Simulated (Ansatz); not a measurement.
Input for Ansatz (a first-principles code): R-PBE0/def2-TZVPP on C9H12O (SMILES CC(=O)C1CC2C=CC1C2).

Ansatz 0.2 input:
```yaml
crystal:
  periodic: [false, false, false]
  atoms:
    - {symbol: C, position_ang: [2.72741390, 0.35318038, 0.60104766]}
    - {symbol: C, position_ang: [1.72922333, -0.56201572, -0.08369201]}
    - {symbol: O, position_ang: [1.90012665, -1.76015198, -0.12807330]}
    - {symbol: C, position_ang: [0.50636124, 0.11459079, -0.68913497]}
    - {symbol: C, position_ang: [-0.54041540, -0.85472490, -1.29329525]}
    - {symbol: C, position_ang: [-1.84850176, -0.48466477, -0.51937066]}
    - {symbol: C, position_ang: [-1.67695229, 1.04574918, -0.39543184]}
    - {symbol: C, position_ang: [-0.34012431, 0.93421716, 0.36662894]}
    - {symbol: C, position_ang: [-0.72719342, -0.05406672, 1.45731939]}
    - {symbol: C, position_ang: [-1.62190289, -0.90169585, 0.92488942]}
    - {symbol: H, position_ang: [2.93362667, 1.25018220, -0.00384185]}
    - {symbol: H, position_ang: [2.30542750, 0.70060108, 1.55893157]}
    - {symbol: H, position_ang: [3.65674744, -0.19526296, 0.80257120]}
    - {symbol: H, position_ang: [0.88019455, 0.82390986, -1.44815748]}
    - {symbol: H, position_ang: [-0.23902788, -1.89956366, -1.14540648]}
    - {symbol: H, position_ang: [-0.66823090, -0.68177683, -2.37235743]}
    - {symbol: H, position_ang: [-2.77017921, -0.85148649, -0.99029771]}
    - {symbol: H, position_ang: [-1.58714656, 1.55768093, -1.36706213]}
    - {symbol: H, position_ang: [-2.46570909, 1.52198354, 0.20540290]}
    - {symbol: H, position_ang: [0.13228050, 1.86963745, 0.69353202]}
    - {symbol: H, position_ang: [-0.25693207, -0.12311266, 2.43973837]}
    - {symbol: H, position_ang: [-2.02918599, -1.80321001, 1.38605965]}
basis:
  gaussian:
    orbitals: def2-TZVPP
hamiltonian:
  xc: {name: PBE0}
scf: {lower_state_search: off}
```

Output:

```
WARN ansatz: RAYON_NUM_THREADS=8 ignored (pool sized by the plan → 8); use --threads N
Functional definition: PBE0
these checks for a lower state are left out or cut short: stability, starts, cluster_reference, orbital_swaps, neighbouring_geometries, increment
integrals: 0.90 GiB planned
2479 factors; their error is unknown
mean field: 7.02 GiB planned
mean field evaluation 1: about -11549.3876 eV, gradient 8.5e1 eV
mean field evaluation 2: about -11534.8336 eV, gradient 1.2e2 eV
mean field evaluation 4: about -11565.5282 eV, gradient 7.5e0 eV
mean field evaluation 8: about -11565.6346 eV, gradient 2.0e-1 eV
mean field evaluation 16: about -11565.6048 eV, gradient 1.1e-3 eV
mean field -11565.60476719 eV, -425.0281357456 hartree, gradient 8.0e-6 eV, S^2 0.000000; 0 other end points of the search recorded, 0 dependent functions left out
reference -11565.60480663 eV, -425.0281371952 hartree; 37, 37 occupied and 441, 441 virtual orbitals, 2479 factors
Total energy: -11565.60480663 eV, -425.0281371952 hartree
Checks for a lower state left out: stability, starts, cluster_reference, orbital_swaps, neighbouring_geometries, increment
```

The run converged.

Cost: roughly 29 core-seconds.
